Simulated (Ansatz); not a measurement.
The cluster Be4F6⁺. The state is a doublet with charge 1. Geometry r2SCAN-D4/def2-SVP, basis def2-TZVP, Ansatz.

```tsv
atom	x (Å)	y (Å)	z (Å)
Be1	0.335	1.238	-0.542
Be2	1.017	-1.478	-0.952
Be3	-1.293	-0.422	0.296
Be4	-0.614	1.688	2.151
F5	-0.360	-1.547	-0.109
F6	0.326	1.932	0.801
F7	-1.308	0.265	1.643
F8	1.272	0.118	-0.950
F9	1.754	-2.496	-1.538
F10	-1.128	0.702	-0.800
```

```
run  HOMO (eV)  LUMO (eV)
  A      -9.17      -6.90
  B     -11.14      -5.95
  C     -10.08      -6.30
  D      -9.96      -6.63
  E     -10.76      -6.06
  F      -9.05      -7.50
```

The structure comes from a short search, and lower isomers may exist.

HOMO and LUMO are taken over both spins.

The runs used BHLYP, CAM-B3LYP, PBE, PBE0, r2SCAN, r2SCAN0. Estimate which is which.

A r2SCAN (0 % exact exchange); B CAM-B3LYP (range-separated); C r2SCAN0 (25 % exact exchange); D PBE0 (25 % exact exchange); E BHLYP (50 % exact exchange); F PBE (0 % exact exchange). Exact exchange lowers occupied and raises empty levels; among semilocal functionals meta-GGAs tend to open the gap a little, and such runs are hard to tell apart. The gap grows from 1.54 eV (PBE) to 5.19 eV (CAM-B3LYP).
